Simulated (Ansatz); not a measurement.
Sn₂₆H₃₁Br, a nanocrystal cut from the lattice of tin (1 of the caps Br). Total charge 0; singlet. Geometry r2SCAN-D4/def2-SVP; atoms count from 1.

Cartesian coordinates in Å:
```
Sn 3.4952 1.6958 -3.6714
Sn 2.6915 4.6857 -0.2545
Sn 0.1972 -1.0580 -5.2492
Sn -4.0549 -0.8033 -3.4364
Sn 3.6247 -2.7839 -2.7972
Sn 2.6839 0.1910 0.5739
Sn -0.5877 -2.5354 -0.9707
Sn 2.8475 -4.3256 1.4989
Sn -0.7238 1.9223 -1.8646
Sn -1.4302 4.9122 1.2916
Sn -4.9668 2.1870 -0.0957
Sn -1.4647 0.3919 2.3753
Sn 1.9492 -1.3851 4.8589
Sn 1.8484 3.1474 4.0028
Sn -1.3590 -4.1060 3.2841
Sn -4.8379 -2.2860 0.8105
Sn 2.9355 -0.8484 -4.7007
Sn 2.0263 2.1697 -1.3214
Sn 1.2474 5.1231 2.1074
Sn -1.2995 -0.6265 -2.9101
Sn -5.5423 -0.3639 -1.1027
Sn 2.1697 -2.3912 -0.4242
Sn 1.2760 0.5938 2.9786
Sn -2.0882 -2.1682 1.3828
Sn 1.3784 -3.9353 3.8513
Sn -2.2224 2.3353 0.4831
Br -1.3854 6.1435 -0.9512
H 3.1174 2.9058 -4.8378
H 5.1783 1.8324 -3.3272
H 4.3798 4.6862 0.1031
H 2.4025 5.9369 -1.3950
H -0.2628 0.0927 -6.4461
H -0.1604 -2.6195 -5.8843
H -4.4235 -2.3613 -4.0738
H -4.4911 0.3516 -4.6380
H 5.3108 -2.7103 -2.4493
H 3.3043 -4.3634 -3.4073
H 4.3750 0.3118 0.9242
H -0.9414 -4.1135 -1.5877
H 4.5348 -4.2401 1.8374
H 2.5395 -5.8957 0.8590
H -1.1864 3.0898 -3.0469
H -2.5827 5.8125 2.2085
H -5.3740 3.4043 -1.2416
H -5.8775 2.4945 1.3335
H -2.3757 0.6632 3.8226
H 3.6234 -1.2567 5.2457
H 1.0711 -1.1037 6.3148
H 3.5198 3.2464 4.4096
H 0.9580 3.4177 5.4533
H -1.7462 -5.6722 2.6794
H -2.2798 -3.8766 4.7222
H -5.2341 -3.8619 0.2374
H -5.7316 -2.0378 2.2629
H 3.8454 -1.1053 -6.1483
H 1.5222 6.7046 2.7459
H -7.2325 -0.4820 -1.4479
H 1.8092 -5.1323 5.0223
```

In the def2 sets Sn takes a core potential; there is no spin–orbit coupling. Single mean-field runs in def2-SVP are fitted with def2-universal-jkfit.

Estimate the Mulliken populations of the heavy atoms from the PBE0/def2-SVP orbitals of Ansatz.


```csv
atom,charge (e)
Sn1,0.19
Sn2,0.19
Sn3,0.19
Sn4,0.19
Sn5,0.19
Sn6,0.07
Sn7,0.08
Sn8,0.19
Sn9,0.08
Sn10,0.35
Sn11,0.20
Sn12,0.07
Sn13,0.19
Sn14,0.18
Sn15,0.19
Sn16,0.19
Sn17,0.02
Sn18,-0.15
Sn19,0.02
Sn20,-0.16
Sn21,0.01
Sn22,-0.15
Sn23,-0.15
Sn24,-0.15
Sn25,0.02
Sn26,-0.16
Br27,-0.32
```
Mulliken values depend strongly on the basis.

And the Mayer bond orders between heavy atoms (over 0.3)?

Sn1–Sn17 0.87 (2.80 Å); Sn1–Sn18 0.86 (2.81 Å); Sn2–Sn18 0.86 (2.81 Å); Sn2–Sn19 0.87 (2.80 Å); Sn3–Sn17 0.87 (2.80 Å); Sn3–Sn20 0.86 (2.81 Å); Sn4–Sn20 0.86 (2.81 Å); Sn4–Sn21 0.87 (2.80 Å); Sn5–Sn17 0.87 (2.80 Å); Sn5–Sn22 0.86 (2.81 Å); Sn6–Sn18 0.86 (2.82 Å); Sn6–Sn22 0.86 (2.82 Å); Sn6–Sn23 0.86 (2.82 Å); Sn7–Sn20 0.86 (2.81 Å); Sn7–Sn22 0.86 (2.81 Å); Sn7–Sn24 0.86 (2.82 Å); Sn8–Sn22 0.86 (2.81 Å); Sn8–Sn25 0.87 (2.80 Å); Sn9–Sn18 0.86 (2.81 Å); Sn9–Sn20 0.86 (2.81 Å); Sn9–Sn26 0.85 (2.82 Å); Sn10–Sn19 0.85 (2.81 Å); Sn10–Sn26 0.84 (2.81 Å); Sn10–Br27 0.89 (2.56 Å); Sn11–Sn21 0.87 (2.80 Å); Sn11–Sn26 0.86 (2.81 Å); Sn12–Sn23 0.86 (2.81 Å); Sn12–Sn24 0.86 (2.82 Å); Sn12–Sn26 0.85 (2.82 Å); Sn13–Sn23 0.86 (2.81 Å); Sn13–Sn25 0.87 (2.80 Å); Sn14–Sn19 0.86 (2.80 Å); Sn14–Sn23 0.86 (2.81 Å); Sn15–Sn24 0.86 (2.81 Å); Sn15–Sn25 0.87 (2.80 Å); Sn16–Sn21 0.87 (2.80 Å); Sn16–Sn24 0.86 (2.81 Å).
